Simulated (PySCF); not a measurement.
**Shapes and spin states of WOCl₂**

All numbers come from PBE0 in PySCF with W def2-TZVP with ECP60, O def2-TZVP, Cl def2-TZVP; scalar-relativistic core potentials, no spin–orbit coupling; density-fitted integrals.

Relaxations began from a few typed shapes and spin states; open shells are unrestricted. The search is not exhaustive: other isomers or separated fragments can lie lower, and high-lying points may rest on an excited occupation.

(1) Which is the lowest minimum found?
A. singlet C2v: W–Cl 2.226 Å (×2), W–O 1.668 Å; Cl–W–Cl 132.6°, Cl–W–O 113.7° (×2)
B. broken-symmetry Ms = 0 (⟨S²⟩ 0.72) C2v: W–Cl 2.248 Å (×2), W–O 1.671 Å; Cl–W–Cl 127.9°, Cl–W–O 116.0° (×2)
C. triplet C2v: W–Cl 2.273 Å (×2), W–O 1.677 Å; Cl–W–Cl 122.2°, Cl–W–O 118.9° (×2)

## Answers

(1) C. The others lie at 16.2 (broken-symmetry Ms = 0 C2v), 31.1 (singlet C2v) kJ/mol above it.

Formally W is in oxidation state +4, d2, with 2 unpaired electrons (the high-spin count). The Mulliken spin on W is 2.11. The polar-tensor charge on W, 1.75, is far below the formal one.

For the lowest minimum: other spin states or occupations of the open shell can lie lower. Spin–orbit coupling, left out here, can matter for elements this heavy.

The electron or spin density has lower symmetry than the nuclear frame for the broken-symmetry Ms = 0 (⟨S²⟩ 0.72) C2v at 16.2 kJ/mol.
